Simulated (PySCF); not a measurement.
# Electronic structure of Ti (titanium, neutral) at the UHF level

Configuration: [Ar] 3d1 4s2 4p1, one real determinant (an excited configuration). Computed with PySCF 2.14 in def2-TZVPPD (6s6p4d2f1g, 67 functions), with no relativity, point nucleus.

```
Total energy                                                  : -848.223234 hartree
One-electron energy                                           : -1157.6097 hartree
Hartree (Coulomb) energy                                      : 350.1926 hartree
Exchange energy                                               : -40.8061 hartree
Kinetic energy                                                : 848.24941 hartree
⟨S²⟩                                                          : 2.1160
⟨L²⟩                                                          : 8.411
Sum of ⟨r⟩                                                    : 23.11 bohr
Sum of ⟨r²⟩                                                   : 59.19 bohr²
Traceless quadrupole moment −½Σ⟨3z² − r²⟩ along its main axis : -7.84 e·bohr²
Density at the nucleus (Gaussians lack the cusp)              : 6940 bohr⁻³
Spin density at the nucleus                                   : -0.0385 bohr⁻³
Langevin diamagnetic susceptibility                           : -46.9 ×10⁻⁶ cm³/mol
```

| shell | electrons | mean orbital energy (eV) | spread (eV) | rms radius, mean of both spins (bohr) |
| --- | --- | --- | --- | --- |
| 1s α | 1 | -4994.1 | 0 | 0.0812 |
| 1s β | 1 | -4994.1 | 0 | 0.0812 |
| 2s α | 1 | -591.20 | 0 | 0.353 |
| 2s β | 1 | -590.62 | 0 | 0.353 |
| 2p α | 3 | -492.27 | 0.042 | 0.321 |
| 2p β | 3 | -491.66 | 0.566 | 0.321 |
| 3s α | 1 | -86.068 | 0 | 1.07 |
| 3s β | 1 | -84.006 | 0 | 1.07 |
| 3p α | 3 | -56.469 | 0.983 | 1.16 |
| 3p β | 3 | -53.919 | 1.327 | 1.16 |
| 3d α | 1 | -17.892 | 0 | 1.48 |
| 4s α | 1 | -9.175 | 0 | 3.52 |
| 4s β | 1 | -7.458 | 0 | 3.52 |
| 4p α | 1 | -4.907 | 0 | 4.58 |

⟨L²⟩ = 8.41 against 12 for a pure F term, so this real determinant mixes terms. ⟨S²⟩ = 2.12 against 2.00 shows spin contamination.

Spin-orbit constants ζ (cm⁻¹) from the X2C one-electron operator on these orbitals (non-relativistic here): bare nucleus, nucleus screened by l(l+1)(2l+1)/3 electrons, and screened by the Breit-Pauli mean field of the electrons.

```json
{"shell": "2p", "bare": "32300", "screened nucleus": "29360", "mean field": "27980"}
{"shell": "3p", "bare": "3601", "screened nucleus": "3273", "mean field": "3097"}
{"shell": "3d", "bare": "298.2", "screened nucleus": "162.7", "mean field": "140.8"}
{"shell": "4p", "bare": "167.4", "screened nucleus": "152.2", "mean field": "142.5"}
```

To first order the Landé constant is A = 70.69 cm⁻¹, so the lowest level has J = 2 and lies 0.0351 eV below the centre of the term. This holds in LS coupling only.
